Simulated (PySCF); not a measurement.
Si(Cl)(OH)2(NH2) (ClH₄NO₂Si), SMILES [Si](N)(Cl)(O)O.

Geometry: PBE0-D3(BJ)/def2-SVP. This is a generated structure with no PubChem entry under its InChIKey; it may be hypothetical. Other conformers were not sampled.

All values below come from PBE0-D3(BJ)/def2-SVP in PySCF.

Frequencies are harmonic and unscaled.

Computed harmonic wavenumbers and intensities:
| mode | ν (cm⁻¹) | IR (km/mol) | moving atoms (share of kinetic energy) |
|---|---|---|---|
| 1 | 122 | 2.6 | H 56 %, O 28 %, N 9 % |
| 2 | 187 | 59.5 | H 53 %, O 23 %, Cl 13 %, N 10 % |
| 3 | 220 | 16.9 | H 57 %, N 18 %, O 15 %, Cl 9 % |
| 4 | 272 | 39.3 | H 52 %, N 16 %, Si 12 %, O 11 %, Cl 9 % |
| 5 | 290 | 25.7 | O 33 %, H 31 %, Si 17 %, Cl 13 % |
| 6 | 307 | 46.5 | O 34 %, H 31 %, Cl 16 %, Si 14 % |
| 7 | 354 | 91.3 | H 53 %, O 32 %, Cl 9 % |
| 8 | 366 | 36.5 | H 47 %, O 37 %, N 8 % |
| 9 | 403 | 196.7 | H 50 %, N 33 %, O 13 % |
| 10 | 537 | 117.7 | Si 39 %, Cl 37 %, O 11 %, H 8 % |
| 11 | 791 | 23.8 | O 40 %, H 38 %, N 19 % |
| 12 | 820 | 94.6 | H 76 %, O 14 % |
| 13 | 833 | 184.4 | H 70 %, O 21 % |
| 14 | 860 | 252.2 | H 45 %, Si 23 %, N 18 %, O 13 % |
| 15 | 970 | 165.4 | Si 46 %, O 40 %, H 12 % |
| 16 | 995 | 197.6 | Si 47 %, O 19 %, H 17 %, N 16 % |
| 17 | 1532 | 75.4 | H 88 %, N 11 % |
| 18 | 3621 | 45.4 | H 96 % |
| 19 | 3726 | 51.8 | H 91 %, N 9 % |
| 20 | 3926 | 112.3 | H 94 % |
| 21 | 3935 | 104.7 | H 94 % |
